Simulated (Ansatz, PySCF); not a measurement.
C4H13NSi, SMILES C(C)CNC[SiH3].

Geometry: PBE-D3(BJ)/def2-SVP. Other conformers were not sampled.

Vertical ionisation energy (IE) and electron affinity (EA) in eV. Rows of orbital energies are one-electron estimates. Where ΔSCF, EOM or ADC give a negative EA the extra electron is unbound and the value depends on the basis.

| level | IE | EA |
|---|---|---|
| −ε(HOMO), −ε(LUMO), CAM-B3LYP/def2-TZVP (PySCF) | 7.94 | -1.52 |
| −ε(HOMO), −ε(LUMO), PBE/def2-TZVP (PySCF) | 5.15 | 0.14 |
| ΔSCF, CAM-B3LYP/def2-SVPD (Ansatz), final states of multiplicity 2 and 2 | 8.68 | -1.74 |
| ΔSCF, PBE/def2-SVPD (Ansatz), final states of multiplicity 2 and 2 | 8.43 | -1.34 |

Problem. What vertical singlet–triplet gap does ΔSCF give with CAM-B3LYP/def2-SVPD (Ansatz, a quantum-chemistry and plane-wave program) and with PBE/def2-SVPD (Ansatz)? (An estimate is asked for; the answer gives what the named calculation found.)

Solution. 5.88 and 5.36 eV (triplet above singlet where positive).
